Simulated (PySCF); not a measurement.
A GIAO shielding run with PySCF 2.14 (density fitting, non-relativistic, gas phase) on `COc1cccs1`, C5H6OS:

```
$ OMP_NUM_THREADS=1 python probes_run.py task.json out

{"job": {"kind": "nmr", "xc": "KT3", "basis": "pcSseg-2", "pop": false}, "charge": 0, "multiplicity": 1}
C      2.417240     0.199025     0.228375
O      1.440324    -0.364409    -0.617735
C      0.158585    -0.173397    -0.276064
C     -0.915233    -0.661692    -0.962074
C     -2.142289    -0.288958    -0.360672
C     -1.990292     0.468792     0.758541
S     -0.333916     0.743860     1.107320
H      2.325856     1.290271     0.260503
H      2.334113    -0.200968     1.244733
H      3.383915    -0.072369    -0.191038
H     -0.813408    -1.258810    -1.857074
H     -3.109845    -0.577362    -0.749980
H     -2.748261     0.880208     1.405796
```

Hardware: 1 thread of an Arm Neoverse V1, shared host. The job also computes ring-centre shieldings.

(1) How large is the calculation?

(2) How long does it take, and how much memory does it need?

(3) And these other runs on the same molecule and hardware: GIAO shielding at B97-2/pcSseg-2; GIAO shielding at PBE0/pcSseg-2; GIAO shielding at wB97X-D/pcSseg-2?

Answers

(1) 60 electrons, 343 basis functions and 937 auxiliary functions.

(2) 81 s of wall time, with 18 SCF cycles; peak memory 1.2 GiB. Times on a shared host scatter by some tens of per cent.

(3) B97-2/pcSseg-2: 343 functions, 53 s; PBE0/pcSseg-2: 343 functions, 59 s; wB97X-D/pcSseg-2: 343 functions, 72 s.
